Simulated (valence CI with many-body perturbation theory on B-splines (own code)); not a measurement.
Which ion has this spectrum?

A relativistic CI+MBPT calculation for an atom or ion with 6 electrons gives these levels (cm⁻¹):

| J | Parity | E | g |
| --- | --- | --- | --- |
| 0 | even | 0 |  |
| 1 | even | 37867 | 1.50 |
| 2 | even | 68174 | 1.43 |
| 2 | even | 161042 | 1.06 |
| 0 | even | 269046 |  |
| 2 | odd | 366792 | 1.99 |
| 2 | odd | 623865 | 1.20 |
| 1 | odd | 625140 | 0.58 |
| 3 | odd | 634994 | 1.33 |
| 0 | odd | 731997 |  |
| 1 | odd | 735552 | 1.43 |
| 2 | odd | 743545 | 1.45 |
| 1 | odd | 897748 | 1.88 |
| 2 | odd | 908840 | 1.01 |

The energies are calculated, with errors of perhaps 400 cm⁻¹, more in some levels.

Q: Which is it?
A. Ca14+
B. Ti16+
C. V17+
D. Cr18+

A: C. V17+, ground level 2s²2p² ³P_0.
